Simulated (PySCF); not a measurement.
# Dipole moment and polarisability of `C=CS(=O)(=O)CC(F)F`

C4H6F2O2S.
Atom-mapped SMILES: `[CH2:1]=[CH:2][S:3](=[O:4])(=[O:5])[CH2:6][CH:7]([F:8])[F:9]` (hydrogens: H10, H11 on C1; H12 on C2; H13, H14 on C6; H15 on C7)

Cartesian coordinates in Å at the GFN2-xTB level; atoms count from 1:
```xyz
15
C4H6F2O2S angstrom
C      2.542    0.213    0.363
C      1.380    0.735    0.040
S      0.279   -0.190   -1.032
O     -0.385    0.710   -1.932
O      0.986   -1.311   -1.581
C     -1.016   -0.863    0.092
C     -1.996    0.242    0.394
F     -1.391    1.216    1.120
F     -3.026   -0.200    1.156
H      3.256    0.718    0.993
H      2.811   -0.757   -0.022
H      1.002    1.695    0.338
H     -1.505   -1.680   -0.431
H     -0.533   -1.224    0.997
H     -2.407    0.704   -0.515
```

Level: CAM-B3LYP/def2-SVPD (PySCF), static field, nuclei fixed, core orbitals frozen in the response. The polarisability tensor in these axes (au):

```
x   90.92 -0.64  2.85
y   -0.64 67.23  1.68
z    2.85  1.68 69.02
```

Q: Diagonalise the tensor; give its mean and Δα, where Δα² is half the sum of the squared differences of the eigenvalues.

A: Principal values 66.05, 69.83 and 91.29 au; mean 75.72 au = 11.22 Å³ = 12.48 × 10⁻⁴⁰ C²·m²/J; Δα = 23.58 au (31 % of the mean).

Q: What is the dipole moment, and where does it point?

A: (1.39, -0.19, 2.86) D, 3.18 D in size, pointing from the negative to the positive side. Measured along this direction, the outermost atoms are O4 at the negative end and H10 at the positive end.

Q: Form Σ f/ω² (atomic units) for the 8 lowest TDDFT singlets, given as eV and f, and set it beside the mean polarisability, which is this sum over all singlets: 6.29, 0.0035; 6.95, 0.0162; 7.49, 0.2306; 7.53, 0.1171; 7.75, 0.0362; 8.48, 0.0056; 8.59, 0.0480; 8.67, 0.1206.

A: They add up to 7.06 au, 9.3 % of the 75.72 au; the largest single term is 3.04 au, from the state at 7.49 eV. Terms in order: 0.07, 0.25, 3.04, 1.53, 0.45, 0.06, 0.48, 1.19 au. Higher excitations give the rest. The strengths listed sum to 0.578.

Q: Rayleigh depolarisation ratio (linearly polarised light, static tensor)?

A: ρ = 3Δα²/(45ᾱ² + 4Δα²) = 1668.4/(258018 + 2224.5) = 0.00641.

Q: Find the Langevin capture rate constant for H3+ (3.023 u) meeting this molecule (156.006 u), k = 2.342 × 10⁻⁹ cm³/s × √(α in Å³ / reduced mass in u).

A: The reduced mass is 2.97 u, so k = 4.56 × 10⁻⁹ cm³/s. The formula leaves out the permanent dipole, which adds to the capture rate.

Q: How large is μ²/3kT at 500 K beside α?

A: In Gaussian units μ²/3kT = 48.90 Å³ against 11.22 Å³, a ratio of 4.36; the Debye molar polarisation (4π/3)N_A(α + μ²/3kT) is 151.7 cm³/mol, leaving out the vibrational part.

Q: What molar refraction does this α imply?

A: Lorentz–Lorenz: R = (4π/3)N_A α = 2.5225 cm³/(mol·Å³) × 11.22 Å³ = 28.3 cm³/mol, in the limit of long wavelengths.

The structure is a single GFN2-xTB conformer in the gas phase; no vibrational or solvent corrections.
